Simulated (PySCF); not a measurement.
Input file for PySCF: R-B3LYP/6-31G* on SiH4 (SMILES [SiH4]) with ghost functions, monomers drawn apart or pushed together.

```python
from pyscf import gto, scf, dft, mp
from pyscf.data.elements import chemcore

mol = gto.M(
    atom='''
    Si   -0.01941855    0.30518365    0.28513973
    H    -1.49070414    0.40063928    0.41075647
    H     0.43566956   -1.01323627    0.77953210
    H     0.61669308    1.37665619    1.08327955
    H     0.36471552    0.45689561   -1.13688620
    ghost-C   -0.70419009   -0.49592177    6.93949827
    ghost-C    0.77587436   -0.65564712    7.27314792
    ghost-H   -1.04554082   -1.27952542    6.26017545
    ghost-H   -0.90261210    0.46571908    6.46208033
    ghost-H   -1.32236575   -0.54910840    7.83778723
    ghost-H    0.97278783   -1.61663466    7.75233529
    ghost-H    1.11592361    0.12815674    7.95277261
    ghost-H    1.39363193   -0.60310905    6.37487128
    ''',
    basis='6-31g*',
    cart=True,
    charge=0, spin=0, verbose=3, max_memory=1800)
mf = dft.RKS(mol, xc='b3lyp')
mf.conv_tol = 1e-8
mf.max_cycle = 100
mf.kernel()
if not mf.converged:
    mf = mf.newton().run(mf.mo_coeff, mf.mo_occ)
```

**Question.** What total energy does the run end on?

**Answer.** -291.8836 hartree.
